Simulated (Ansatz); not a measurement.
Molecule: sum formula H6Si2O, charge 0, multiplicity 1. 
Geometry from a B3LYP-D3(BJ)/def2-TZVP (Ansatz, a first-principles code) optimisation:
SMILES: [SiH3]O[SiH3]
```xyz
9

Si     1.5118     0.1910     0.4197
O      0.0885    -0.0525    -0.3506
Si    -1.5428    -0.1727    -0.2969
H      1.5185     1.5233     1.0684
H      1.7159    -0.8506     1.4536
H      2.5993     0.1196    -0.5787
H     -2.0337    -0.4553    -1.6621
H     -2.1310     1.0969     0.1908
H     -1.9430    -1.2713     0.6133
```

Quantity: atomisation energy (electronic, to ground-state atoms), in kcal/mol. Valence correlation only, unless marked. UHF or UKS for open shells. No spin-orbit coupling. Non-relativistic. The coupled-cluster limit lacks core correlation, which all-electron functionals hold. CBS(X,Y): correlation extrapolated as X^-3; Hartree-Fock from the larger set.

```
level                                                program  atomisation energy (kcal/mol)
--------------------------------------------  --------------  -----------------------------
revPBE-D3(BJ)/def2-TZVPD                      Ansatz + dftd3                          669.8
B3LYP-D3(BJ)/def2-TZVPD                       Ansatz + dftd3                          695.5
PBE0/def2-TZVPD                                       Ansatz                              ?
BHLYP-D3(BJ)/def2-TZVPD                       Ansatz + dftd3                              ?
r2SCAN0/def2-TZVPD                                    Ansatz                          685.6
wB97X-V/def2-TZVPD                                    Ansatz                              ?
SCS-MP2/6-31G*                                        Ansatz                          613.1
SCS-MP2/aug-cc-pV(T+d)Z                               Ansatz                          693.4
SCS-MP2/cc-pV(T+d)Z                                   Ansatz                          688.8
CCSD(T)/CBS(aug-cc-pV(T+d)Z,aug-cc-pV(Q+d)Z)          Ansatz                              ?
```

**Question.** Fill in the missing entries.

**Answer.** 
- PBE0/def2-TZVPD, atomisation energy (kcal/mol): 677.1
- BHLYP-D3(BJ)/def2-TZVPD, atomisation energy (kcal/mol): 687.6
- wB97X-V/def2-TZVPD, atomisation energy (kcal/mol): 700.5
- CCSD(T)/CBS(aug-cc-pV(T+d)Z,aug-cc-pV(Q+d)Z), atomisation energy (kcal/mol): 700.8
